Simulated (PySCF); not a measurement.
Two-component Hartree-Fock for Ne²⁺ (neon, charge +2)

Start: [He] 2s1 2p5; 2s1/2 filled at m_j = +1/2; 2p1/2 filled at m_j = -1/2, +1/2; 2p3/2 filled at m_j = -1/2, +1/2, +3/2. Calculated with PySCF 2.14 in x2c-TZVPall-2c with one added diffuse shell each of s, p, d type (6s4p3d1f, 40 functions): generalised Hartree-Fock with the X2C-1e Hamiltonian and a Gaussian nucleus; one run each with spin-orbit coupling (SO) switched off, then screened by Boettger's factors. This is a chosen level, not necessarily the ground level.

```tsv
spinor shell	electrons	ε, spin-free (eV)	ε, screened SO (eV)	weight of nominal j (screened SO)	rms radius, screened SO (bohr)
1s1/2	2	-942.52	-942.50	1.000	0.183
2s1/2	1	-99.522	-99.516	1.000	0.890
2p1/2	2	-66.135	-65.496	0.666	0.919
2p3/2	3	-66.135	-66.566	0.777	0.914
```

```
   quantity   spin-free  screened SO
E (hartree)  -125.53244   -125.53389
        M_J           2            2
       ⟨J²⟩       6.005        6.005
       ⟨L²⟩       2.001        2.001
       ⟨S²⟩       2.004        2.004
```

Each row is a mean over spinors that exchange with the open shell spreads, by up to 10.238 eV (2p1/2).

Rows whose weight is well below 1 are mixtures of j = l ± 1/2: exchange outweighs spin-orbit coupling there, and the label is only the starting occupation.

Without spin-orbit coupling the j labels of p, d and f shells carry no meaning; the spin-free column gives the mean over the occupied spinors of each nl shell.
